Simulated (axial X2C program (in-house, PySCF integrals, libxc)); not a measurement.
CdB along the bond: PW91, two-component

Calculated with an in-house relativistic program for diatomic molecules. Two-component (2c) means X2C with spin–orbit coupling and atomic mean-field two-electron Coulomb and Gaunt terms. Basis: Cd dyall-cv3z [12s12p8d5f3g], B dyall-v3z [7s6p2d1f] (cores contracted in-house); Gaussian nuclei, density fitting, unrestricted open shells. Masses: Cd 113.903 u, B 11.009 u.

State: Ω = 1/2 (⟨Sz⟩ = -0.50, ⟨Lz⟩ = 1.00 at PW91). Dipoles are positive if B is the positive end.

| R (Å) | μ (D) | HOMO (eV) | LUMO (eV) |
| --- | --- | --- | --- |
| 2.101 | -1.849 | -4.18 | -4.13 |
| 2.198 | -1.862 | -4.10 | -4.06 |
| 2.270 | -1.862 | -4.05 | -4.02 |
| 2.343 | -1.856 | -4.01 | -3.98 |
| 2.415 | -1.844 | -3.97 | -3.94 |
| 2.499 | -1.822 | -3.93 | -3.90 |
| 2.584 | -1.792 | -3.90 | -3.88 |
| 2.693 | -1.744 | -3.87 | -3.85 |
| 2.825 | -1.670 | -3.84 | -3.83 |
| 3.019 | -1.535 | -3.83 | -3.83 |
| 3.284 | -1.310 | -3.86 | -3.85 |
| 3.623 | -0.989 | -3.92 | -3.92 |

Task: The minimum lies at 2.347 Å. What is the dipole moment there, and its slope?

Result: At PW91, 2c, with the sign and origin stated: μ = -1.86 D, dμ/dR = 0.14 D/Å.

Occupations by symmetry block were frozen at the best pattern of an incomplete PBE0 search. Density functionals use the spin component along the axis (collinear). PBE0 can misorder states that lie within some tenths of an eV, so this need not be the ground state of the molecule. The nearest other 2c determinant of the search, Ω = 3/2, lies 0.02 eV up at the distance of the search. Without a current term, density functionals place determinants with orbital angular momentum somewhat too high.
